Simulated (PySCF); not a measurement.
Structure problem from calculated spectra and properties.

Elements present: C, Cl, H and Si. Monoisotopic mass: 214.0401 u.

- Polarisability: 168.3 au [B3LYP/def2-SVPD]
- Rotational structure: rotational constants A, B, C: 0.807, 0.452, 0.359 GHz [PBE0-D3(BJ)/def2-SVP]
- 13C NMR: chemical shifts (computed TMS as zero) by class: 87.1 (1 C), 80.7 (1 C), 45.7 (1 C), 20.9 (1 C), 14.4 (1 C), 6.8 (1 C), 4.9 (1 C), 4.1 (1 C), 2.6 (1 C) ppm [GIAO PBE0/pcSseg-1]
- NMR, other nuclei: isotropic shieldings of nuclei other than C and H, by class: 366 (1 Si), 380 (1 Si), 784 (1 Cl) ppm [GIAO PBE0/pcSseg-1]
- Triplet: lowest triplet excitation (Tamm–Dancoff): 5.21 eV [TDA B3LYP/def2-SVPD]
- 1H NMR: chemical shifts (computed TMS as zero) by class: 4.05 (1 H), 4.01 (1 H), 3.38 (1 H), 2.14 (1 H), 1.85 (3 H), 1.85 (1 H), 1.48 (1 H), 1.04 (1 H), 0.99 (1 H), 0.97 (1 H), 0.96 (1 H), 0.78 (1 H), 0.60 (1 H) ppm [GIAO PBE0/pcSseg-1]
- Dipole: 2.60 D [B3LYP/def2-SVPD]
- UV, first state: lowest singlet excitation: 5.64 eV (220 nm, f = 0.002) [TDDFT B3LYP/def2-SVPD]

The electronic properties come from PySCF, for the isolated species, density fitting. Levels stand in brackets. NMR shifts are as computed; neighbouring signals can stand in another order in a measured spectrum. Isolated species at its PBE0-D3(BJ)/def2-SVP geometry, gas phase. NMR classes are plain means over equivalent atoms (diastereotopic ones count apart unless rotation or inversion swaps them), as if these changed places fast.

Q: Which formula fits the mass and the elements?

A: C9H15ClSi2 (calculated 214.0401). No other formula that holds each of these elements comes within 0.0003 u with a fitting electron parity and a possible valence count.

Q: What is the compound? Reason from the data.

A: Numbering: `[CH3:1][C:2]#[C:3][C@@H:4]1[CH2:5][Si@@H:6]2[CH2:7][CH2:8][Si@H:9]1[C@H:10]([Cl:11])[CH2:12]2`. Its formula, C9H15ClSi2, gives 4 degrees of unsaturation: 2 rings and 2 π bonds in the structure found. 9 carbons fall into 9 classes; from least to most shielded: alkyne carbon [C3] (87.1 ppm), alkyne carbon [C2] (80.7 ppm), sp3 C–Cl carbon [C10] (45.7 ppm), ring sp3 carbon bound to silicon [C12] (20.9 ppm), ring sp3 carbon bound to silicon [C5] (14.4 ppm), ring sp3 carbon bound to silicon [C4] (6.8 ppm), propargylic carbon [C1] (4.9 ppm), ring sp3 carbon bound to silicon [C7] (4.1 ppm), ring sp3 carbon bound to silicon [C8] (2.6 ppm). Hydrogen classes from least to most shielded: 1 H on an SiH silicon, Si6 (4.05 ppm), 1 H on an SiH silicon, Si9 (4.01 ppm), 1 H on an sp3 C–Cl carbon, C10 (3.38 ppm), 1 H on an sp3 carbon bound to silicon, C4 (2.14 ppm), 3 H on a propargylic carbon, C1 (1.85 ppm), 1 H on an sp3 carbon bound to silicon, C12 (1.85 ppm), 1 H on an sp3 carbon bound to silicon, C5 (1.48 ppm), 1 H on an sp3 carbon bound to silicon, C8 (1.04 ppm), 1 H on an sp3 carbon bound to silicon, C8 (0.99 ppm), 1 H on an sp3 carbon bound to silicon, C12 (0.97 ppm), 1 H on an sp3 carbon bound to silicon, C7 (0.96 ppm), 1 H on an sp3 carbon bound to silicon, C5 (0.78 ppm); 1 more class is left out. The other shieldings belong to: 366 ppm, SiH silicon [Si9]; 380 ppm, SiH silicon [Si6]; 784 ppm, alkyl chlorine [Cl11]. The optimised geometry has point group C1 and is an asymmetric top. Structure: `C([C@@H]1C[Si@@H]2CC[Si@H]1[C@H](Cl)C2)#CC`. The assignments are read from this structure; whether some other isomer fits the data as well wasn't checked. The mirror image fits equally.
